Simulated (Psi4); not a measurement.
CH₄N (SMILES C[NH]), doublet, geometry from GFN2-xTB. Base run: TPSS/6-31G** (Psi4).

Input for Psi4:
```
memory 2 GB

molecule mol {
0 2
C     0.050903    0.606579    0.040885
N     0.002142   -0.786418    0.062737
H    -0.956248    1.058042    0.013970
H    -0.493302   -1.148417   -0.751663
H     0.585541    0.964132    0.922197
H     0.543592    0.991691   -0.868973
}

set {
  basis 6-31g**
  reference uks
}

energy('tpss')
print_variables()
```

The base run was repeated with changes; each row names its change, and settings that it needs were set with it.

```
change                      E (Eh)  SCF-reference dipole (D)  SCF-reference <S^2>  core-seconds (rough)
-----------------------  ---------  ------------------------  -------------------  --------------------
base                     -95.20795                      1.92                0.753                    30
functional = pbe0        -95.07759                      1.97                0.754                    10
functional = m06-l       -95.17858                      1.94                0.755                    20
functional = b97m-v      -95.18108                      1.88                0.754                   100
functional = mn15        -95.06467                      1.95                0.753                    20
functional = tpssh       -95.19952                      1.94                0.754                    20
functional = svwn        -94.66391                      2.07                0.752                     7
functional = pbe         -95.06315                      1.94                0.753                    10
functional = b3lyp       -95.19605                      1.93                0.753                    10
functional = dsd-pbep86  -94.98772                         -                0.757                     9
functional = revpbe      -95.16369                      1.92                0.753                    10
functional = b3lyp5      -95.13401                      1.93                0.753                    10
functional = hse06       -95.08601                      1.96                0.754                    20
```

Totals shift with the method and basis; they matter in differences.

Open shells are given as the SCF converged; they aren't shown to be the lowest states, and a large step between rows can be another state.
